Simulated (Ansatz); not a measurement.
The molecule GeAs, multiplicity 4 (an upper state: multiplicity 2 came lower at CCSD(T)/def2-TZVPP on PBE0 minima). No spin–orbit coupling. Ge is treated without relativity. As is treated without relativity.

The constants come from a fifth-degree fit in 1/R (seven points, main isotopes). In def2 and cc sets the state is the lowest found near the PBE0 minimum, followed along R.

The values were computed with Ansatz (a program for electronic structure) with Gaussian orbitals. 

Energies at PBE/def2-TZVPP:

| R (Å) | E (hartree) |
|---|---|
| 2.353928 | -4312.13286236 |
| 2.417205 | -4312.13690789 |
| 2.475421 | -4312.13908053 |
| 2.541230 | -4312.14009541 |
| 2.607038 | -4312.13988468 |
| 2.682971 | -4312.13845176 |
| 2.771560 | -4312.13557234 |

Q: With a reduced mass of 37.2090 u, find the minimum, the force constant and the constants.

A: A fifth-degree polynomial in 1/R puts the minimum at r_e = 2.5610 Å with force constant 115 N/m. Then ω_e = (1/2πc)√(k/μ) = 229 cm⁻¹ and B_e = h/(8π²cμr_e²) = 0.06908 cm⁻¹; the cubic and quartic terms give α_e = 0.00026 and ω_e x_e = 0.57 cm⁻¹.
